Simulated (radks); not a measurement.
Effect of the nuclear size on neutral argon, [Ar]. All-electron calculation, Dirac Kohn-Sham, BLYP, spin-unpolarised, spherical densities, finite nucleus; Fermi nuclear charge, rms radius 3.4274 fm. Program: a radial shooting solver on a logarithmic mesh with Libxc functionals. The rms radius is varied about that value; shifts are against it.

rms radius (fm)	total energy shift (eV)	density at nucleus (e/bohr^3)	1s1/2 shift (meV)	2s1/2 shift (meV)
2.9201	-0.00510	4353	-2.15	-0.163
3.2046	-0.00234	4345	-0.986	-0.075
3.4274	0	4339	0.000	0.000
3.6536	0.00253	4333	1.07	0.081
4.1849	0.00910	4320	3.84	0.291

Slopes of the eigenvalues against <r^2> in GHz/fm^2, as finite differences over the two radii next to the reference (eigenvalue slopes, not the field-shift constants of lines): 1s1/2 161, 2s1/2 12.2.
